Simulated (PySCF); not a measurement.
**Worked example: oscillator strength and radiative lifetime**

C4H7NO, SMILES C(O)/C=N/C=C.

The structure is a stationary point at ωB97X-D3(BJ)/def2-SVP. The structure was generated by enumeration; whether it is a known compound was not checked. One conformer was computed; it need not be the lowest.

TDA-PBE/def2-SVPD (PySCF) puts the first singlet state with f over 0.02 at 4.70 eV (vertical), with the transition dipole (0.688, -0.040, 0.066) in atomic units.

Task: Find the oscillator strength, the wavelength and the radiative lifetime that this transition would have in vacuum if emission retraced absorption.

Result: 
|μ|² = 0.4793 au, so |μ| = 1.76 D. ΔE = 4.70/27.211 = 0.1727 hartree. f = (2/3) ΔE |μ|² = 0.055 (the program prints 0.055).
λ = 1239.84/4.70 = 264 nm; ν = 37908 cm⁻¹.
Einstein's coefficient A = 0.6670 ν² f s⁻¹ (ν in cm⁻¹) = 5.3e7 s⁻¹, so τ = 1/A = 19 ns. This state is S2; the lower singlet has f = 0.002. The figure is the radiative limit of this one transition; relaxation, internal conversion, crossing to triplets and a medium change what is measured.
